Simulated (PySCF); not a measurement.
Electron correlation in Ne³⁺ (neon, charge +3)

[He] 2s2 2p3, high-spin 4S determinant. Calculation: PySCF 2.14, in aug-cc-pCVTZ-DK with one added diffuse shell each of s, p, d, f type (8s7p5d3f, 75 functions); scalar relativity by spin-free X2C-1e. Frozen: nothing; 7 electrons correlated.

| level | correlation energy (mhartree) |
| --- | --- |
| CCSD | -175.51 |
| (T) | -1.12 |
| CCSD(T) | -176.63 |

Diagnostics: T1 = 0.0018, D1 = 0.0056, largest double amplitude 0.023.

Task: Is a single reference adequate?

Result: Yes: T1 lies below 0.03 and no double amplitude reaches 0.07.
